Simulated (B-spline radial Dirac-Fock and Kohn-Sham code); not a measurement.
**K-line shifts caused by a second vacancy in Pr⁴⁺**

System: praseodymium as Pr⁴⁺, [Xe] 4f1.

The run's input, task.json:

```json
{"items": [{
  "Z": 59,
  "q": 4,
  "cfg": [[1, 0, 2], [2, 0, 2], [2, 1, 6], [3, 0, 2], [3, 1, 6], [3, 2, 10], [4, 0, 2], [4, 1, 6], [4, 2, 10], [4, 3, 1], [5, 0, 2], [5, 1, 6]],
  "A": 141,
  "rrms": 4.8919,
  "do": ["binding", "quiet", "double"]
}]}
```

Run with: `python xray_run.py task.json out`

Calculated with a radial atomic solver, using Dirac-Fock (average of configuration) total-energy differences with a finite nucleus, the Breit interaction including its frequency dependence, and self-energy and vacuum-polarisation corrections. Each two-hole energy is an average over J within one jj subconfiguration, not an observable level; in light atoms, where LS coupling holds, the j-resolved values are not observed lines, and for a K spectator the Kα1 hypersatellite is nearly forbidden. Correlation energy is missing from these numbers.

Lines without a spectator: Kα2 (K-L2) 35545.8 eV, Kα1 (K-L3) 36022.0 eV, Kβ3 (K-M2) 40644.4 eV, Kβ1 (K-M3) 40740.5 eV. Shifts in eV with one spectator hole (a dash: not computed, or left out as unreliable):

| spectator hole | Kα2 | Kα1 | Kβ3 | Kβ1 |
| --- | --- | --- | --- | --- |
| L2 (2p1/2) | +82.9 | +106.9 | – | +218.7 |
| L3 (2p3/2) | +74.3 | +76.7 | +183.5 | – |
| M2 (3p1/2) | – | +13.99 | +30.2 | +36.3 |
| M3 (3p3/2) | +9.21 | – | +29.00 | +28.71 |
| M4 (3d3/2) | +2.20 | -0.99 | – | – |
| M5 (3d5/2) | -1.85 | +0.78 | – | – |

Question: Where does the K-L3 hypersatellite lie, emitted when both K electrons are missing?

Answer: +745.3 eV from the normal line, at 36767.3 eV. Removing both K electrons costs 85097.9 eV, which is 1006.3 eV more than twice the K binding energy.

With n spectator holes in 2p, averaged over the 2p shell (energies in eV):

| n | KαLⁿ | step | hypersatellite KαʰLⁿ |
| --- | --- | --- | --- |
| 0 | 35863.2 | – | 36597.6 |
| 1 | 35947.8 | +84.6 | 36683.9 |
| 2 | 36033.7 | +85.9 | 36771.4 |
| 3 | 36121.1 | +87.3 | 36860.5 |
| 4 | 36209.8 | +88.7 | 36950.9 |
| 5 | 36300.0 | +90.2 | 37042.7 |
